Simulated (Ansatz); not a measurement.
Start from `CS[SiH2]N` and change one atom or group to get `CS[SiH2]CF`.

Ansatz, PBE0-D4/def2-TZVP geometries, multiplicity 1. Each molecule was computed in one conformer, which needn't be the lowest.

```json
{"property": "HOMO energy (B3LYP/def2-TZVPP) / eV", "`CS[SiH2]N`": "-6.52"}
{"property": "LUMO energy (PBE0/def2-TZVPP) / eV", "`CS[SiH2]N`": "0.36"}
{"property": "zero-point energy (PBE0-D4/def2-TZVP) / kJ/mol", "`CS[SiH2]N`": "216.3"}
{"property": "LUMO energy (B3LYP/def2-TZVPP) / eV", "`CS[SiH2]N`": "0.09"}
{"property": "HOMO–LUMO gap (B3LYP/def2-TZVPP) / eV", "`CS[SiH2]N`": "6.61"}
{"property": "LUMO energy (PBE/def2-TZVPP) / eV", "`CS[SiH2]N`": "-0.49"}
```

Problem. What does the change do to each property? (Estimate.)

Solution. Ansatz gave: 
| property | `CS[SiH2]CF` | shift |
| --- | --- | --- |
| HOMO energy (B3LYP/def2-TZVPP) / eV | -6.73 | -0.21 |
| LUMO energy (PBE0/def2-TZVPP) / eV | 0.20 | -0.16 |
| zero-point energy (PBE0-D4/def2-TZVP) / kJ/mol | 226.7 | 10.4 |
| LUMO energy (B3LYP/def2-TZVPP) / eV | -0.03 | -0.12 |
| HOMO–LUMO gap (B3LYP/def2-TZVPP) / eV | 6.70 | 0.09 |
| LUMO energy (PBE/def2-TZVPP) / eV | -0.73 | -0.24 |

The zero-point energy changes by 10.4 kJ/mol with +3 modes.

Positive LUMOs are unbound, so they and the gaps depend on the basis.

B3LYP here is the variant with VWN-RPA as its local correlation; programs differ in this.
